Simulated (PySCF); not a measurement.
An isoelectronic set: 28 electrons

HF in PySCF with def2-SVPD on every atom, for the lowest determinant that a PBE0 search found; no spin–orbit coupling. All have 28 electrons, 8 of them in the valence shells, and the same state, a singlet (closed shell). For ions De leads to the atom and ion picked by measured ionisation energies and electron affinities.

| species | difference of nuclear charges | Re (Å) | ωe (cm⁻¹) | k (mdyn/Å) | De (eV) | dissociates to |
| --- | --- | --- | --- | --- | --- | --- |
| NaS⁻ | 5 | 2.431 | 371 | 1.09 | n/a | Na + S⁻ |
| NaCl | 6 | 2.407 | 357 | 1.04 | 3.20 | Na + Cl |
| KF | 10 | 2.244 | 417 | 1.31 | 3.21 | K + F |
| CaO | 12 | 1.843 | 824 | 4.57 | 0.43 | Ca + O |

Which member of the whole set has the stiffest bond, and how does it compare with the softest?

CaO with k = 4.57 mdyn/Å, 4.4 times that of NaCl.

Where the molecule has an RHF reference, its open-shell atoms are computed with UHF. Hartree–Fock leaves out correlation, which carries a large part of most bond energies and some tenths to 1 eV of ionisation energies.
